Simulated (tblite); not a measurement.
Compound: C5H11O2Si (doublet state).
Structure used (GFN2-xTB), in Å, numbered top down from 1:
```
atom  x, y, z in Å
C1     1.5556    1.8348    0.8371
C2     0.6494    1.4788   -0.3413
C3     0.4068   -0.0025   -0.4048
C4    -0.7419   -0.5781   -0.0465
O5    -1.8037    0.1519    0.4313
C6    -3.0518   -0.4820    0.3012
O7     1.4697   -0.7207   -0.8157
Si8    1.8030   -2.2830   -1.1270
H9     1.0803    1.5516    1.7732
H10    1.7537    2.9039    0.8549
H11    2.5028    1.3064    0.7541
H12    1.1254    1.7958   -1.2724
H13   -0.3131    1.9792   -0.2396
H14   -0.8765   -1.6515   -0.1083
H15   -3.7823    0.1784    0.7656
H16   -3.0623   -1.4521    0.8115
H17   -3.3163   -0.6324   -0.7515
H18    1.3608   -3.1905   -0.0752
H19    3.2304   -2.1792   -1.3542
```

Computed values, GFN2-xTB/tblite, gas phase, harmonic and unscaled. The method is semi-empirical: single wavenumbers can be off by several per cent or more. Modes of hydrogen on silicon can be 10 to 20 % off. One conformer, not necessarily the lowest. Open shells enter through the occupations alone, without spin polarisation, and single modes of such species can be off by tens of per cent.

Harmonic wavenumbers (cm⁻¹): 37.4, 44.0, 56.2, 90.9, 135.1, 159.9, 174.5, 225.5, 229.7, 292.6, 353.6, 439.1, 489.7, 567.4, 597.9, 634.0, 725.1, 741.4, 773.2, 837.3, 909.0, 1017.4, 1057.3, 1083.2, 1091.2, 1128.7, 1133.7, 1191.6, 1236.9, 1270.8, 1290.8, 1331.2, 1403.1, 1407.3, 1455.2, 1469.1, 1483.1, 1497.6, 1502.6, 1711.1, 2278.6, 2372.3, 2911.9, 2931.6, 2968.2, 3009.4, 3025.3, 3030.7, 3034.0, 3037.3, 3041.8.

A = 1893, B = 1116, C = 740.2 MHz; mass 131.053 u (most abundant isotopes); point group C1, symmetry number 1; spin multiplicity 2.

What is the zero-point energy?

Half the sum of the wavenumbers: 32458 cm⁻¹ = 388.29 kJ/mol.

What is S at 200 K and 1 bar for an ideal gas of classical rigid rotors and harmonic oscillators?

Translation 161.36, rotation 119.32, vibration 110.36, spin (R ln 2) 5.76: S = 396.8 J/(mol K).

And Cp and H(200 K) − H(0)?

Cp = 132.58 J/(mol K), of which vibrations give 99.32 (their classical limit is 51 R = 424.0); H(200 K) − H(0) = 17.82 kJ/mol without the zero-point energy, 11.17 from vibrations.

Blend soft modes into free rotors: weight 1/[1 + (100 cm⁻¹/ν̃)⁴] for the oscillator and the rest for a rotor with moment μB/(μ + B), μ = h/(8π²ν), B = 10⁻⁴⁴ kg m². What vibrational entropy results?

98.22 J/(mol K) in place of 110.36, which changes −T·S at 200 K by +2.43 kJ/mol.

What must be added to the electronic energy to get the Gibbs energy at 200 K and 1 bar?

ZPE + [H(200 K) − H(0)] − T·S = 388.29 + 17.82 − 79.36 = 326.75 kJ/mol.

Which modes carry the vibrational entropy at 200 K?

37.4 cm⁻¹: 19.26; 44.0 cm⁻¹: 17.91; 56.2 cm⁻¹: 15.90; 90.9 cm⁻¹: 11.99; 135.1 cm⁻¹: 8.87; 159.9 cm⁻¹: 7.59 J/(mol K); the other 45 give 28.83 together.

How do the functions run with temperature in this model?

| T (K) | S (J/(mol K)) | Cp (J/(mol K)) | H − H(0) (kJ/mol) | G − H(0) (kJ/mol) | ln q(vib) |
| --- | --- | --- | --- | --- | --- |
| 150 | 361.5 | 113.7 | 11.66 | -42.56 | 4.83 |
| 250 | 428.4 | 151.7 | 24.93 | -82.18 | 8.19 |
| 298.15 | 456.7 | 170.3 | 32.68 | -103.50 | 9.70 |
| 400 | 512.2 | 208.6 | 52.00 | -152.89 | 12.75 |
| 600 | 609.0 | 269.9 | 100.18 | -265.25 | 18.32 |
| 900 | 731.0 | 331.0 | 191.04 | -466.87 | 25.92 |

q(vib) and H(0) count from the zero-point level.

Hindered rotation and anharmonicity are outside this model. Other conformers, if any are populated, would add a mixing term that is left out. The structure is chiral; the term R ln 2 for an equal mix with its mirror image is left out.
